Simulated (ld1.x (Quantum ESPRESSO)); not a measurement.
Results of a calculation; reference values are marked as such.
# Potentials for Rh (Z = 45) compared

Generated with ld1.x 7.5 (TM, RRKJ, ultrasoft, PAW), atompaw 4.2 or ONCVPSP 4.0.1. The cutoff is in Ry: for ld1.x and atompaw files where the sum of valence levels is converged to 10 mRy in a Bessel basis, for ONCV files where the hardest occupied wave has 1 mHa per electron of residual kinetic energy. The error is the largest all-electron minus pseudo excitation energy over each file’s own four to seven test configurations (ionisations up to +4, promotions, holes and added fractions of an electron), all of which were solved. The labels leave out finer settings (local radius, basis sizes, second energies), which also bear on the numbers. Spin-polarised tests are not counted. The rows are a selection from randomly drawn settings: files with unsolved tests, undetermined cutoffs or missed reference levels are left out.

```csv
potential,cutoff (Ry),largest error (meV),bound ghosts
"RRKJ, PBE, scalar-relativistic, rc 1.10/1.50/1.85 (spd), local s, core correction yes, reference 4s2 4p6 4d8 5s0 5p0",120,+262,none
"TM, PBEsol, fully relativistic, rc 1.95/1.05/2.05 (spd), local s, core correction yes, reference 4p6 4d8 5s0.5 5p0",140,-807,none
"TM, LDA (PZ), scalar-relativistic, rc 1.95/2.75/1.20/2.65 (spdf), local s, core correction no, reference 4d7 5s0 5p0",70,-244,none
"RRKJ, LDA (PZ), scalar-relativistic, rc 1.55/1.60/1.65 (spd), local smoothed, core correction yes, reference 4s2 4p6 4d6 5s0 5p0",50,+1457,none
"RRKJ, LDA (PZ), scalar-relativistic, rc 2.75/3.35/1.10 (spd), local s, core correction yes, reference 4d8 5s1 5p0",120,-682,none
```

(1) Fill in the row for Rh: RRKJ, LDA (PZ), scalar-relativistic, rc 2.90/4.20/1.60/4.55 (spdf), local s, core correction yes, reference 4d8.5 5s0.5 5p0.

(2) Fill in the row for Rh: TM, PBE, scalar-relativistic, rc 1.10/1.05/1.15 (spd), local d, core correction no, reference 4s2 4p6 4d7 5s0 5p0.

## Answers

(1) cutoff 50 Ry, largest error -251 meV, bound ghosts: none.

(2) cutoff 140 Ry, largest error +55 meV, bound ghosts: none.
